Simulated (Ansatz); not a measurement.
Gas-phase electronic energies from Ansatz, PBE0-D4/def2-TZVP geometries. CBS: MP2 limit from def2 TZ/QZ plus the TZ coupled-cluster correction, frozen cores. This one scheme is used for every species. DFT in def2-TZVPP. For Ge outer-core shells are correlated without core-valence functions, which leaves a few kJ/mol of doubt a bond. Scalar relativity is left out up to krypton. One conformer a species, not always the lowest.

Consider the hydrogenolysis of a Ge–C bond: `[CH3][Ge]1([NH2])[BH][O]1` + H₂ → `[NH2][GeH]1[BH][O]1` + CH₄.

```csv
level,ΔE (kcal/mol),difference from CCSD(T)/CBS
ωB97M-V,-7.5,-1.0
B2PLYP,-8.6,-2.1
PBE,-8.5,-2.0
HF/def2-TZVPP,-12.4,-5.9
MP2/def2-TZVPP,-5.2,1.3
SCS-MP2/def2-TZVPP,-6.7,-0.2
CCSD(T)/def2-TZVPP,-6.7,-0.2
MP2/def2-QZVPP,-5.1,1.4
HF/CBS(def2),-12.5,-6.0
CCSD/CBS(def2),-7.4,-0.9
CCSD(T)/CBS,-6.5,0
```

Largest T1 diagnostic among the species: 0.016.

The D4 term adds +2.2 kcal/mol with B3LYP and +1.2 kcal/mol with PBE0; it sums over pairs of atoms, weighted by their polarisabilities, and B3LYP, whose exchange is more repulsive, gets the larger term. In def2-TZVPP, CCSD(T) changes the Hartree–Fock value by +5.7 kcal/mol (the triples alone add +1.0 kcal/mol) and MP2 by +7.2 kcal/mol.

B3LYP here is the variant with VWN-RPA as its local correlation; programs differ in this.
